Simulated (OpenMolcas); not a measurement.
**Ne2+: effect of the level shift or regulariser**

- Program: OpenMolcas
- Basis: ANO-L-VTZP [4s3p2d1f]
- Scalar Hamiltonian: non-relativistic, point nucleus
- Active space: 4 electrons in 3 orbitals (2p)
- State averaging: 2S+1 = 3 even, 3 roots; 2S+1 = 1 even, 6 roots
- Spin-orbit coupling: state interaction with AMFI integrals over the reference wave functions, term energies averaged over their components

Methods on the same reference wave functions:
A. CASSCF
B. SS-CASPT2, IPEA 0.25 Eh, imaginary shift 0.1 Eh (closed shells correlated: 1s 2s)
C. SS-CASPT2, IPEA 0.25 Eh, real shift 0.2 Eh (closed shells correlated: 1s 2s)

Energies in cm-1 above 2s2 2p4 3P2, the measured ground level; measured values from Moore, Atomic Energy Levels, vol. I, NSRDS-NBS 35 (1971 reprint of NBS Circular 467, 1949).

| Level | A | B | C | Measured |
| --- | --- | --- | --- | --- |
| 2s2 2p4 3P2 | 0.0 | 0.0 | 0.0 | 0.0 |
| 2s2 2p4 3P1 | 591 | 592 | 592 | 650 |
| 2s2 2p4 3P0 | 874 | 872 | 872 | 927 |
| 2s2 2p4 1D2 | 27928 | 26340 | 26340 | 25841 |
| 2s2 2p4 1S0 | 69114 | 58920 | 58980 | 55747 |

Deviations, from unrounded energies. A percentage is the sum of absolute deviations over the sum of measured energies, with the sign that they share, or ± where signs differ.

| Against measurement | Levels | A | B | C |
| --- | --- | --- | --- | --- |
| mean absolute deviation (cm-1) | 4 | 3900 | 950 | 960 |
| fine structure of the ground term (%) | 2 | -7.1 | -7.2 | -7.2 |
| other terms of the ground configuration (%) | 2 | +18.9 | +4.5 | +4.6 |

B, C lie about equally close to measurement and A furthest from it. The largest miss of B in the table is 2s2 2p4 1S0, by +3200 cm-1. The ranking rests on the paired levels alone, and a cruder setting can come out closer through cancelling errors.

Between B and C the level of the table that moves most is 2s2 2p4 1S0, by 52 cm-1 (lowest in B, highest in C). Moves below CASPT2's spread within the term are not significant.

The mean deviations of B to C differ by less than CASPT2's widest spread within a term (56 cm-1), so their order carries little weight.

From A to B the spin-free energies of the other terms of 2s2 2p4 shown, above 3P, scale by factors of 0.85 to 0.94.

The lowest spin-free term lies below A's lowest term by 0.170 hartree in B, 0.170 hartree in C.

CASPT2 breaks the degeneracy within a term, and the mean is taken; among the terms shown or strongly mixed into the levels shown the widest spread is 56 cm-1 (2s2 2p4 1D, B). With the s shell closed, the reference lacks s² → p² mixing. Measured partners are found by configuration, term and J. A level has none where our copy of the source lacks it or the pairing is in doubt (some pairs that miss far off the trend of their configuration count as doubtful), and it then counts in no deviation. Only configurations of the active space appear.
